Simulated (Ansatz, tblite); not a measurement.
Forces on [Cu(H2O)2]+ (CuO₂H₄⁺) at its PBE0-D4/def2-TZVP geometry. Charge 1, multiplicity 1.

The xTB rows come from tblite.

GFN1-xTB (tblite), largest force 0.30 eV/Å:

```xyz
7
positions Å, forces eV/Å
Cu    0.000   -0.002   -0.002    0.000   -0.002   -0.002
O    -1.195    1.211   -0.860   -0.037    0.235   -0.189
H    -1.473    1.133   -1.778   -0.100    0.119    0.063
H    -1.330    2.123   -0.580   -0.123   -0.029   -0.113
O     1.193   -1.218    0.852    0.039   -0.224    0.202
H     1.262   -2.152    0.627    0.130    0.028    0.103
H     1.542   -1.095    1.741    0.091   -0.128   -0.064
```

GFN2-xTB (tblite), largest force 0.27 eV/Å:

```
Cu 0.001 0.003 0.003
O -0.237 0.113 -0.064
H 0.079 -0.105 -0.044
H 0.094 0.012 0.099
O 0.235 -0.121 0.056
H -0.103 -0.013 -0.091
H -0.069 0.112 0.041
```

PBE0-D4/def2-TZVP (Ansatz), largest force 0.00 eV/Å:

```
Cu 0.000 0.000 0.000
O 0.002 -0.001 0.002
H 0.001 0.000 -0.001
H -0.001 -0.001 0.001
O -0.002 0.001 -0.001
H -0.001 0.000 0.000
H 0.001 0.001 -0.001
```
